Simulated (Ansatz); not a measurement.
The first iterations of a band of C2H3AlF2 (8 atoms, charge 0, multiplicity 1).

The calculation used RKS revPBE-D4/def2-SVP in Ansatz 0.2.0.

```
movable images  : 5
climbing image  : yes
spring          : 5.0 eV/Å²
optimiser       : quadratic models (default)
start path      : through a guess of the saddle point
force threshold : 0.03 eV/Å
iteration limit : 60
end points      : relaxed
```

First end point:

```xyz
8
Properties=species:S:1:pos:R:3
F -1.900 0.857 0.022
C -0.818 0.881 0.823
C 0.304 0.184 0.506
F 1.336 0.293 1.408
Al 0.589 -0.948 -1.091
H -0.943 1.505 1.726
H 2.005 -1.673 -1.222
H -0.573 -1.101 -2.172
```

Last end point:

```xyz
8
Properties=species:S:1:pos:R:3
F -1.149 1.608 1.747
C -0.869 0.824 0.695
C 0.319 0.184 0.517
F 1.288 0.347 1.466
Al 0.639 -0.950 -1.059
H -1.696 0.739 -0.031
H 2.039 -1.694 -1.236
H -0.571 -1.057 -2.100
```

| iteration | highest image above the first end (eV) | largest band force component (eV/Å) |
| --- | --- | --- |
| 1 | 7.491 | 27.388 |
| 2 | 2.637 | 4.931 |
| 3 | 2.288 | 2.629 |
| 4 | 2.215 | 0.684 |
| 5 | 2.172 | 1.326 |
| 6 | 2.439 | 2.027 |
| 7 | 3.303 | 2.138 |
| 8 | 3.064 | 2.332 |
| 9 | 3.024 | 2.349 |
| 10 | 3.082 | 2.711 |
| 11 | 3.364 | 2.654 |
| 12 | 2.309 | 2.100 |
| 13 | 2.373 | 1.958 |
| 14 | 2.571 | 2.056 |
| 15 | 2.744 | 2.510 |
| 16 | 3.226 | 2.254 |
| 17 | 3.899 | 2.675 |
| 18 | 2.461 | 2.292 |
| 19 | 2.417 | 2.004 |
| 20 | 2.555 | 2.020 |

Question: Does the band converge within its limit, and where does its top end?

Answer: It did not converge within its limit. It ended after 60 iterations with the highest image 3.596 eV above the first end. The band didn't meet its force threshold, so its energies are provisional: the largest band force was still 2.06 eV/Å, and over the last iterations the top moved between 2.83 and 3.60 eV.

The run took 8.2 min on 1 thread of Intel(R) Xeon(R) Platinum 8375C CPU @ 2.90GHz (Ice Lake), with other jobs on the host, peak memory 0.18 GiB.
